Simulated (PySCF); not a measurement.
**Vibration and rotation of SeH⁻**

RHF-CCSD(T) constants of SeH⁻, ¹Σ⁺ (singlet), closed shell (H aug-cc-pVDZ-DK, Se aug-cc-pVDZ-DK; spin-free X2C with a Gaussian nucleus (PySCF 2.14); masses 1.0078 and 79.9165 u):

```
ωe              : 2353.0 cm⁻¹
ωexe            : 46.6 cm⁻¹
Be              : 7.7097 cm⁻¹
αe              : 0.227 cm⁻¹
D (centrifugal) : 0.000331 cm⁻¹
```

**Question.** Give the band origin of the fundamental and the first lines of its P and R branches.

**Answer.** ν0 = ωe − 2ωexe = 2259.8 cm⁻¹, B0 = 7.5962, B1 = 7.3692 cm⁻¹.

```
J″  P(J″) − ν0  R(J″) − ν0
 0                  14.737
 1     -15.191      29.012
 2     -30.828      42.817
 3     -46.903      56.145
 4     -63.409      68.986
 5     -80.336      81.334
 6     -97.678      93.181
```

**Question.** Near which J would the R branch turn back, without centrifugal distortion?

**Answer.** At J ≈ (B0 + B1)/(2(B0 − B1)) − 1 ≈ 32.

Correlated steps freeze 9 core orbitals.
